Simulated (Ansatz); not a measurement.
Species: C₄H₃O₂, charge -1, multiplicity 1. It need not be the lowest isomer of its formula. Whether it binds its extra electron was not tested at this geometry. SMILES: o1c(ccc1)[O-]
Geometry: optimised at B3LYP-D3(BJ)/def2-TZVP (Ansatz, a quantum-chemistry and plane-wave program).

Parts of the frozen-core correlation energy in cc-pVQZ (Ansatz, hartree). Frozen orbitals: 6; correlated occupied orbitals by spin: 16 and 16; virtual: 398 and 398. Spin-orbit coupling is left out. Non-relativistic.

```
term                            value
-------------------------  ----------
reference (HF)             -303.05007
MP2 opposite-spin            -0.88799
MP2 same-spin                -0.30427
CCSD correlation             -1.18440
(T)                          -0.06228
T1 diagnostic                   0.016
largest doubles amplitude       0.051
```
